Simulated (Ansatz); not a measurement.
Input file for Ansatz (a quantum-chemistry and plane-wave program): U-B3LYP/cc-pV(T+d)Z on BClFH (SMILES FBCl), a point of a bond scan (R = 2.630 Å). Files ending in .json are basis or fitting sets from the Basis Set Exchange.

Ansatz 0.2 input:
```yaml
crystal:
  periodic: [false, false, false]
  atoms:
    - {symbol: B, position_ang: [-0.07933766, -0.65470035, 0.43067308]}
    - {symbol: H, position_ang: [-0.79951848, -1.57852358, 0.61104942]}
    - {symbol: F, position_ang: [2.14442836, -0.41435401, 1.81447900]}
    - {symbol: Cl, position_ang: [-0.47627655, 0.56839823, -0.75691760]}
basis:
  gaussian:
    orbitals: cc-pV_T+d_Z.json
hamiltonian:
  xc: {name: B3LYP}
magnetization: {spin_polarized: true, initial_magnetization: 0}
```

Program output:

```
WARN ansatz: RAYON_NUM_THREADS=1 ignored (pool sized by the plan → 1); use --threads N
Functional definition: B3LYP
integrals: 0.03 GiB planned
743 factors; their error is unknown
mean field: 0.38 GiB planned
mean field evaluation 1: about -15925.7560 eV, gradient 3.6e1 eV
mean field evaluation 2: about -15597.8069 eV, gradient 1.4e2 eV
mean field evaluation 4: about -15930.1899 eV, gradient 1.4e1 eV
mean field evaluation 8: about -15931.1685 eV, gradient 1.7e0 eV
mean field evaluation 16: about -15931.1798 eV, gradient 7.8e-4 eV
mean field evaluation 32: about -15931.2521 eV, gradient 1.4e-5 eV
mean field -15931.25205684 eV, -585.4627144985 hartree, gradient 1.4e-5 eV, S^2 0.277901; 4 other end points of the search recorded, 0 dependent functions left out
reference -15931.25226303 eV, -585.4627220758 hartree; 16, 16 occupied and 97, 97 virtual orbitals, 743 factors
Total energy: -15931.25226303 eV, -585.4627220758 hartree
```

The calculation finished and met its thresholds. Its determinant has ⟨S²⟩ = 0.28, a mixture of spin states.

Cost: roughly 4 core-seconds.
